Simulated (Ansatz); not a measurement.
Stepwise reaction of `FC(F)(F)C1=CC(C(F)(F)F)=[O+][Al-]([Cl])([Cl])[O]1` with hydrogen fluoride, as a gas-phase model of exchange steps in deposition or etching. ΔE in kJ/mol.

Isolated molecules relaxed with PBE0-D4/def2-TZVP in Ansatz; ΔE leaves out vibrations. CCSD(T)/CBS is the MP2 limit (def2-TZVPP, def2-QZVPP) plus CCSD(T) − MP2 in def2-TZVPP, frozen cores. This one scheme is used for every species. DFT in def2-TZVPP. B3LYP here is the variant with VWN-RPA as its local correlation; programs differ in this.

```tsv
step	reaction	PBE-D4	B3LYP-D4	ωB97M-V	CCSD(T)/CBS
2	`FC(F)(F)C1=CC(C(F)(F)F)=[O+][Al-]([F])([Cl])[O]1` + H–F → `FC(F)(F)C1=CC(C(F)(F)F)=[O+][Al-]([F])([F])[O]1` + HCl	-21.2	-27.0	-24.5	-22.9
```

(1) Give the row of step 1, `FC(F)(F)C1=CC(C(F)(F)F)=[O+][Al-]([Cl])([Cl])[O]1` + H–F → `FC(F)(F)C1=CC(C(F)(F)F)=[O+][Al-]([F])([Cl])[O]1` + HCl. (An estimate is asked.)

(2) By hand: ΔE of the 2 steps together at CCSD(T)/CBS.

Results:

(1) Ansatz gave: 
```
step                                                                                                              reaction  PBE-D4  B3LYP-D4  ωB97M-V  CCSD(T)/CBS
   1  `FC(F)(F)C1=CC(C(F)(F)F)=[O+][Al-]([Cl])([Cl])[O]1` + H–F → `FC(F)(F)C1=CC(C(F)(F)F)=[O+][Al-]([F])([Cl])[O]1` + HCl   -17.3     -21.9    -19.7        -16.3
```

(2) (-16.3) + (-22.9) = -39.2 kJ/mol, or -19.6 kJ/mol a step.

In ΔE each step is lower than the one before. All are downhill at CCSD(T)/CBS. PBE-D4 differs from CCSD(T)/CBS by -1.0 to 1.7 kJ/mol a step. Isolated molecules leave out the surface, adducts and barriers. Largest T1 diagnostic: 0.015.
